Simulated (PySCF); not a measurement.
## Field gradients at the hydrogen positions

Compound: C₅H₆F₃P.
Cartesian coordinates in Å at the GFN2-xTB level; atoms count from 1:
```xyz
15
C5H6F3P angstrom
C     -1.2476   -1.4062   -0.4841
C     -1.0512   -0.3063    0.2280
C     -1.8632    0.9421    0.0891
P      0.2327   -0.2343    1.5497
C      1.5070    0.6494    0.5622
F      1.2588    1.9614    0.3733
C      2.6533    0.1550    0.1088
F      3.5992    0.8204   -0.5384
F      2.9921   -1.1229    0.2456
H     -2.0208   -1.4584   -1.2341
H     -0.6568   -2.2970   -0.3480
H     -2.3435    1.1786    1.0390
H     -1.2252    1.7859   -0.1735
H     -2.6268    0.8290   -0.6768
H      0.7878   -1.4886    1.2951
```

Level: PBE0/pcSseg-1 (PySCF, non-relativistic); Q(2H) = 0.00286 b; rigid geometry, the same for H and D, with no vibrational averaging.

Question: Rank these positions by the coupling χzz of a deuteron there, largest first.
A. H15 (P–H hydrogen)
B. H14 (methyl hydrogen)
C. H11 (vinylic hydrogen)
D. H12 (methyl hydrogen)

Answer: C (225 kHz), B (211 kHz), D (207 kHz), A (130 kHz).

Question: Tabulate Vzz, the asymmetry η and χzz = 234.96 MHz × Q × Vzz for every hydrogen position.

Answer: 
```tsv
atom	bonded to	bond length (Å)	Vzz (au)	η	χzz (kHz)
H10	C1	1.078	0.3338	0.06	224
H11	C1	1.078	0.3343	0.06	225
H12	C3	1.090	0.3076	0.03	207
H13	C3	1.090	0.3051	0.03	205
H14	C3	1.087	0.3145	0.03	211
H15	P4	1.395	0.1938	0.10	130
```

Question: Average by the element that carries the hydrogen.

Answer: on C: 214 kHz over 5 positions, mean bond length 1.085 Å; on P: 130 kHz over 1 position, mean bond length 1.395 Å.

Question: A static deuteron (I = 1) shows a doublet split by (3/2)χ, (3/4)χ(1 + η) and (3/4)χ(1 − η) with the field along z, y and x of the gradient. What are these for H13?

Answer: With |χ| = 205.0 kHz and η = 0.035: 308, 159 and 148 kHz, to first order and without motion.

The structure is a single GFN2-xTB conformer in the gas phase; no vibrational or solvent corrections. GFN2-xTB bond lengths can be off by several hundredths of an ångström, more for odd bonds, and the gradients follow them. With so small a basis the couplings can be 20 % off.
